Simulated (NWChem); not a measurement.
System: CH₄ClFOSi; SMILES Cl[Si@@H](CF)O

NWChem input:

```
start job
memory heap 200 mb stack 900 mb global 1100 mb
geometry units angstroms noautosym nocenter noautoz
  O     -1.843895     0.254980    -0.036895
  Si    -0.294773     0.020211     0.480998
  Cl     0.466041    -1.813452    -0.169640
  C      0.928596     1.314458    -0.173367
  F      0.513314     2.574653     0.273394
  H     -2.010147     0.325074    -0.987638
  H     -0.369575     0.014500     1.952307
  H      1.943387     1.122991     0.200664
  H      0.980346     1.326397    -1.270808
end
basis spherical
  O library pcsseg-1
  Si library pcsseg-1
  Cl library pcsseg-1
  C library pcsseg-1
  F library pcsseg-1
  H library pcsseg-1
end
dft
  xc kt2
  iterations 150
end
property
  shielding
end
task dft property
```

Output (shortened):

```
             Northwest Computational Chemistry Package (NWChem) 7.3.0
             --------------------------------------------------------

                             Geometry "geometry" -> ""
                             -------------------------

 Output coordinates in angstroms (scale by  1.889725989 to convert to a.u.)

  No.       Tag          Charge          X              Y              Z
 ---- ---------------- ---------- -------------- -------------- --------------
    1 O                    8.0000    -1.84389500     0.25498000    -0.03689500
    2 Si                  14.0000    -0.29477300     0.02021100     0.48099800
    3 Cl                  17.0000     0.46604100    -1.81345200    -0.16964000
    4 C                    6.0000     0.92859600     1.31445800    -0.17336700
    5 F                    9.0000     0.51331400     2.57465300     0.27339400
    6 H                    1.0000    -2.01014700     0.32507400    -0.98763800
    7 H                    1.0000    -0.36957500     0.01450000     1.95230700
    8 H                    1.0000     1.94338700     1.12299100     0.20066400
    9 H                    1.0000     0.98034600     1.32639700    -1.27080800

 Effective nuclear repulsion energy (a.u.)     293.6911879524

                              NWChem Property Module
                              ----------------------

  itol2e modified to match energy
  convergence criterion.

                                 NWChem DFT Module
                                 -----------------

 Summary of "ao basis" -> "ao basis" (spherical)
 ------------------------------------------------------------------------------
       Tag                 Description            Shells   Functions and Types
 ---------------- ------------------------------  ------  ---------------------
 O                          pcsseg-1                 7       17   3s3p1d
 Si                         pcsseg-1                10       24   4s5p1d
 Cl                         pcsseg-1                10       24   4s5p1d
 C                          pcsseg-1                 7       17   3s3p1d
 F                          pcsseg-1                 7       17   3s3p1d
 H                          pcsseg-1                 3        5   2s1p

  itol2e modified to match energy
  convergence criterion.

[...]

          -----------------------------------------
          Chemical Shielding Tensors (GIAO, in ppm)
          -----------------------------------------

                                NWChem CPHF Module
                                ------------------

  scftype          =     RHF
  nclosed          =       29
  nopen            =        0
  variables        =     2610
  # of vectors     =        3
  tolerance        = 0.10D-03
  level shift      = 0.00D+00
  max iterations   =       50
  max subspace     =       30

 SCF residual:    6.1828478134944145E-005

Iterative solution of linear equations
  No. of variables     2610
  No. of equations        3
  Maximum subspace       30
        Iterations       50
       Convergence  1.0D-04

   iter   nsub   residual    time
   ----  ------  --------  ---------
     1      3    1.85D-05      97.2

      Atom:    1  O
        Diamagnetic
    402.0457     -5.0256     11.6560
     -5.0256    375.6150     -2.5784
     11.6560     -2.5784    392.6501

        Paramagnetic
   -142.1897     -5.5282     -0.9701
     -5.5282    -98.2846     15.0789
     -0.9701     15.0789   -130.1399

        Total Shielding Tensor
    259.8559    -10.5539     10.6859
    -10.5539    277.3303     12.5005
     10.6859     12.5005    262.5103

           isotropic =     266.5655
          anisotropy =      28.0592

          Principal Components and Axis System
                 1           2           3
              285.2717    271.6370    242.7879

      1        -0.2056      0.7276     -0.6545
      2         0.8953     -0.1302     -0.4260
      3         0.3952      0.6736      0.6246

      Atom:    2  Si
        Diamagnetic
    883.3577     -1.7680     -0.0623
     -1.7680    887.2907      1.4227
     -0.0623      1.4227    877.6568

        Paramagnetic
   -496.0195     10.6584     30.5643
     10.6584   -544.7203     -1.7125
     30.5643     -1.7125   -517.7645

        Total Shielding Tensor
    387.3382      8.8904     30.5021
      8.8904    342.5704     -0.2898
     30.5021     -0.2898    359.8923

           isotropic =     363.2670
          anisotropy =      66.9266

          Principal Components and Axis System
                 1           2           3
              407.8847    346.0596    335.8566

      1         0.8390      0.2769     -0.4685
      2         0.1118      0.7548      0.6463
      3         0.5325     -0.5947      0.6023

      Atom:    3  Cl
        Diamagnetic
   1148.7702     -2.7686     -0.6684
     -2.7686   1155.5486      2.0585
     -0.6684      2.0585   1147.4046

        Paramagnetic
   -237.6955    -80.0138     49.9528
    -80.0138   -223.9735     72.0389
     49.9528     72.0389   -351.9606

        Total Shielding Tensor
    911.0746    -82.7824     49.2844
    -82.7824    931.5751     74.0974
     49.2844     74.0974    795.4440

           isotropic =     879.3646
          anisotropy =     192.7133

          Principal Components and Axis System
                 1           2           3
             1007.8401    903.3304    726.9231

      1        -0.6039      0.6805     -0.4149
      2         0.7857      0.4208     -0.4534
      3         0.1340      0.5999      0.7888

      Atom:    4  C
        Diamagnetic
    247.1224     -0.0146     -2.0349
     -0.0146    261.4109      2.8003
     -2.0349      2.8003    244.3943

        Paramagnetic
   -171.1418    -16.3233     -9.3216
    -16.3233   -102.1811     20.7251
     -9.3216     20.7251   -173.3741

[...]
```

Level: KT2/pcSseg-1, GIAO. All runs use the structure optimised with B3LYP/6-31G* (spherical d). The printed shielding anisotropy is the first printed principal value minus the mean of the other two.
